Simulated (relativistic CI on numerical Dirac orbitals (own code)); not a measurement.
# Fe³⁺ in a cubic cluster: 2p photoemission with charge transfer

Computed with a charge-transfer multiplet model of a cubic metal-ligand cluster with up to one ligand hole, Slater and spin-orbit integrals from Dirac-Coulomb-Breit ions, Slater integrals scaled by 0.8. The ground state mixes d5 with configurations of k ligand holes L, whose averages lie at kΔ + k(k − 1)U_dd/2; a core hole lowers each added d electron by U_cd. 300 K, Lorentzian 0.6 eV and Gaussian 0.8 eV FWHM.

Atomic integrals in eV (Slater integrals scaled, ζ unscaled), ground: F2dd 9.587, F4dd 5.993, zeta_d 0.056; with the core hole: F2dd 10.973, F4dd 6.899, zeta_d 0.083, zeta_core 8.126, F2cd 6.510, G1cd 4.989, G3cd 2.838.

Cluster parameters (eV): Δ = 2.7, U_dd = 6.7, 10Dq = 0.7, 10Dq(ligand) = 1.5, V(eg) = 1.9, V(t2g) = -0.81, final-state hopping factor = 0.8.

```
         Case   n_d    d5   d6L     S
U_cd = 6.7 eV  5.19  0.81  0.19  2.50
U_cd = 7.3 eV  5.19  0.81  0.19  2.50
U_cd = 8.5 eV  5.19  0.81  0.19  2.50
```

Weights, n_d and S are thermal averages at 300 K. Binding energies count from the first peak over 30 % of the highest in each spectrum, which can be another peak from case to case. The parameters are a model scan and need not match a compound or its usual spin state. Peaks in eV (height, largest 100):
- U_cd = 6.7 eV: 0.0 (100), 1.5 (92), 5.3 (39), 6.6 (37), 11.7 (11), 14.1 (51), 15.3 (50), 19.3 (21), 20.7 (19)
- U_cd = 7.3 eV: 0.0 (100), 1.4 (98), 3.8 (34), 5.4 (50), 6.7 (46), 14.0 (54), 15.3 (52), 19.5 (26), 20.9 (24)
- U_cd = 8.5 eV: 0.0 (89), 1.4 (100), 6.0 (71), 7.2 (59), 14.0 (55), 15.2 (51), 20.1 (33), 21.6 (35), 25.4 (5)

For the case U_cd = 8.5 eV, Δ = 2.7 eV is smaller than U_dd = 6.7 eV, the charge-transfer side of the Zaanen-Sawatzky-Allen scheme. With the core hole the configuration with one ligand hole lies at Δ − U_cd = -4.0, -4.6, -5.8 eV from the one without, in the order of the table; where this is negative the screened configuration lies lower.

With at most 1 ligand hole the space is cut while the next configuration still counts, so covalency is underestimated, and a final configuration with one more ligand hole, which can lie low, is missing from the spectra.
